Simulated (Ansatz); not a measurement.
Reaction (formal exchange of groups at a B–Se bond): `NCB(O)[SeH]` + CH₄ → `CB(O)CN` + H₂Se

Isolated molecules relaxed with PBE0-D4/def2-TZVP in Ansatz; ΔE leaves out vibrations. CCSD(T)/CBS is the MP2 limit (def2-TZVPP, def2-QZVPP) plus CCSD(T) − MP2 in def2-TZVPP, frozen cores. This one scheme is used for every species. DFT in def2-TZVPP. For Se outer-core shells are correlated without core-valence functions, which leaves a few kJ/mol of doubt a bond. Scalar relativity is left out up to krypton. One conformer a species, not always the lowest.

Q: Is it downhill or uphill in electronic energy at CCSD(T)/CBS, and by how much? (Best estimate.)

A: The calculation gave: Uphill: ΔE = +14.7 kcal/mol.

Q: What do these levels give: ωB97X-V, ωB97M-V, PBE, r2SCAN, MP2/def2-QZVPP, CCSD/CBS(def2)? (Estimate.)

A: Ansatz gave: ωB97X-V 13.3, ωB97M-V 13.1, PBE 15.2, r2SCAN 15.2, MP2/def2-QZVPP 16.1, CCSD/CBS(def2) 13.9 kcal/mol.

Largest T1 diagnostic among the species: 0.011.

In def2-TZVPP, CCSD(T) changes the Hartree–Fock value by +2.3 kcal/mol (the triples alone add +0.8 kcal/mol) and MP2 by +3.8 kcal/mol. The D4 term adds +0.9 kcal/mol with B3LYP and +0.5 kcal/mol with PBE0; it sums over pairs of atoms, weighted by their polarisabilities, and B3LYP, whose exchange is more repulsive, gets the larger term.

B3LYP here is the variant with VWN-RPA as its local correlation; programs differ in this.
